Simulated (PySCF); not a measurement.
SnCl3, SMILES [Cl][Sn+]([Cl])[Cl], charge +1. Atoms are numbered in the order given.

```xyz
4

Sn     0.0000     0.0000     0.0000
Cl     2.2610     0.0000     0.0000
Cl    -1.1305    -1.9580     0.0000
Cl    -1.1305     1.9580     0.0000
```
Charge +1, spin multiplicity 1.

The structure is a stationary point at PBE0-D3(BJ)/def2-SVP. The multiplicity is an assumed one; other spin states were not compared. The isomer is the one that the SMILES or the coordinates give; other isomers of the formula were not compared. The def2 effective core potentials stand for the cores of Sn; spin–orbit coupling is left out.

Computed with PBE0/def2-TZVPD in PySCF.

Question: Estimate the frontier levels, gap, dipole moment and polarisability. (The exact figures need the calculation; the answer reports its results.)

Answer: 
```
Item                                                              Result
------------------------------------------------  ----------------------
highest occupied level                                         -15.15 eV
lowest empty level                                              -9.66 eV
orbital gap                                                      5.49 eV
dipole moment about the centre of nuclear charge                  0.00 D
mean static polarisability                         73.5 bohr³ (10.89 Å³)
polarisability, principal values                  48.1, 86.2, 86.2 bohr³
```
